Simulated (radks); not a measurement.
Spin polarisation of the 4d2 shell in the zirconium ion Zr+. Start: [Kr] 4d(up 1, down 1) 5s(up 0.5, down 0.5); electrons of 4d are moved from spin down to spin up, other shells keep equal spins. Method: non-relativistic Kohn-Sham, PBE, spin-polarised, spherical densities, point nucleus; computed with a radial shooting solver on a logarithmic mesh with Libxc functionals.

moment (Bohr magnetons)  E - E(0) (eV)  e(4d up) (eV)  e(4d down) (eV)  5s down minus up (eV)  4p down minus up (eV)  4s down minus up (eV)
0                                0.000        -10.302          -10.302                  0.000                 0.000                  0.000
0.5                             -0.041        -10.460          -10.130                  0.194                  0.306                  0.272
1                               -0.165        -10.603           -9.944                  0.388                  0.612                  0.544
1.5                             -0.371        -10.731           -9.743                  0.582                  0.919                  0.817
2                               -0.659        -10.845           -9.529                  0.775                  1.227                  1.091

At moment 2 the spin-polarisation energy is -0.659 eV and the 4d exchange splitting 1.315 eV, that is 0.658 eV per Bohr magneton; E = -I m^2/4 would give I = 0.659 eV.
